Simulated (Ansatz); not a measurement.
Species: SiNH2F3, charge 0, singlet. SiNH2F3 (SMILES N[Si](F)(F)F).
B3LYP-D3(BJ)/def2-TZVP minimum from Ansatz (a program for electronic structure):
```
Si
F 1 1.5800
F 1 1.5800 2 110.23
F 1 1.5841 2 105.72 3 113.81
N 1 1.6755 2 109.62 4 125.44
H 5 1.0060 1 122.47 2 -38.32
H 5 1.0060 6 112.94 1 163.77
```
Charge 0, spin multiplicity 1.

Quantity: atomisation energy (electronic, to ground-state atoms), in kJ/mol. Open shells are spin-unrestricted; no spin-orbit coupling. CBS(X,Y): correlation extrapolated as X^-3, Hartree-Fock from the larger set. A bracket is a step between two methods taken in the basis named. Functionals run without relativity, which enters their misses. 'core' is core correlation in cc-pwCVTZ (1s frozen past Ne), 'X2C' scalar relativity in cc-pVTZ-DK, both at CCSD(T). For partners of very few electrons the exact lower level stands in for a higher one.

CCSD(T)/CBS(cc-pV(T+d)Z,cc-pV(Q+d)Z) + [CCSDT(Q) - CCSD(T)]/cc-pV(D+d)Z + core + X2C (Ansatz) gives 2991.0 kJ/mol.

Task: How far off this value is PBE/def2-TZVPD (Ansatz), in which direction, and which of these levels come nearer: r2SCAN/def2-TZVPD, B3LYP/def2-TZVPD, wB97M-V/def2-TZVPD, CCSD(T)/CBS(cc-pV(T+d)Z,cc-pV(Q+d)Z) + core + X2C?

Result: PBE gives 2980.7 kJ/mol, 10.3 kJ/mol below it. Differences of the others: r2SCAN/def2-TZVPD (Ansatz) -41.9; B3LYP/def2-TZVPD (Ansatz) -72.4; wB97M-V/def2-TZVPD (Ansatz) -26.4; CCSD(T)/CBS(cc-pV(T+d)Z,cc-pV(Q+d)Z) + core + X2C (Ansatz) -3.4 kJ/mol. Nearer than PBE: CCSD(T)/CBS(cc-pV(T+d)Z,cc-pV(Q+d)Z) + core + X2C.
